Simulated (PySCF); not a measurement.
# Molecular orbitals of KSe

M06-2X at R = 2.966 Å; PySCF, no relativity, basis sets K def2-SVP, Se def2-SVP. State: ²Π (doublet), unpaired electrons π ↑. Only the outer orbitals are listed, counted within each symmetry.

```
spin  orbital  occ.  ε (eV)  on K (%)  main shells (%)
   α      10σ     1  -41.50       100          100 K s
   α       5π     1  -23.23       100          100 K p
   α       5π     1  -23.20       100          100 K p
   α      11σ     1  -23.10        99           99 K p
   α      12σ     1  -17.07         2          98 Se s
   α       6π     1   -6.61         4          96 Se p
   α      13σ     1   -5.92         9          90 Se p
   α       6π     1   -5.59         5          94 Se p
   α      14σ     0   -1.36        98   73 K s, 25 K p
   α      15σ     0    0.51       100   83 K s, 17 K p
   α       7π     0    0.57        98           93 K p
   β      10σ     1  -41.50       100          100 K s
   β       5π     1  -23.22       100          100 K p
   β       5π     1  -23.20       100          100 K p
   β      11σ     1  -23.09        99           99 K p
   β      12σ     1  -15.59         2          98 Se s
   β      13σ     1   -5.49        11   89 Se p, 8 K s
   β       6π     1   -5.18         7          93 Se p
   β      14σ     0   -1.24        98   76 K s, 22 K p
   β       6π     0   -0.84        24  75 Se p, 22 K p
   β      15σ     0    0.49       100   78 K s, 22 K p
```

Which are the highest filled and the lowest empty level, where do they sit, and how wide is the gap?

Highest filled β 6π at -5.18 eV (in %: 93 Se p); lowest empty α 14σ at -1.36 eV (in %: 73 K s, 25 K p); the gap at M06-2X is 3.82 eV.

* bond order (Mayer): 0.70
* ⟨S²⟩: 0.753
* charge on K (Mulliken, basis-dependent): 0.61
* charge on K (Löwdin, basis-dependent): 0.39
* dipole moment (positive dipole means K(−)Se(+)): -10.36 D

Spin–orbit coupling is left out. The state was picked by a PBE0 search and need not be the measured ground state.
